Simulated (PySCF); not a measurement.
Molecule: `CO/C=C/C=C/CF`, C6H9FO.

Bonds (- single, = double, # triple, : aromatic): C1-O2, O2-C3, C3=C4, C4-C5, C5=C6, C6-C7, C7-F8. C1 carries H9, H10, H11; C3 carries H12; C4 carries H13; C5 carries H14; C6 carries H15; C7 carries H16, H17. Stereochemistry as in CO/C=C/C=C/CF.

Frames of a GFN2-xTB Langevin trajectory at 400 K; GIAO PBE0/pcSseg-1 shieldings in PySCF 2.14.0 with density-fitted response routines, gas phase, non-relativistic; equivalent atoms averaged within each frame.

Referencing at the same level of theory: 13C (σ = 186.93 ppm), 1H (σ = 31.72 ppm) vs TMS; 17O (σ = 336.08 ppm) against H2O; 19F (σ = 170.95 ppm) against CFCl3. The references are static minima.

Question: How do the shifts (ppm) fluctuate along the trajectory?

Answer: 
```tsv
time (fs)	C3	C5	C6	C4	C7	C1	O2	F8	H12	H15
250	167.4	146.6	126.0	108.6	84.1	57.7	133.8	-218.8	7.00	6.49
425	162.2	146.6	137.3	115.8	90.2	55.8	113.7	-226.3	7.27	7.66
625	165.7	143.2	137.0	115.5	85.3	48.4	98.8	-254.5	7.28	5.84
800	162.4	134.3	140.2	123.2	90.9	55.4	114.2	-233.0	6.93	6.67
1000	166.9	121.0	119.6	111.4	87.6	63.6	137.0	-241.2	7.79	6.29
mean of frames	164.9	138.3	132.0	114.9	87.6	56.2	119.5	-234.7	7.25	6.59
standard deviation	2.5	10.9	8.8	5.5	3.0	5.4	15.8	13.8	0.34	0.68
```

5 frames give an uncertainty of the mean of about the standard deviation over 2.2 at best, since frames this close in time may not be independent; classical motion lacks zero-point vibration, and the reference would need the same averaging.
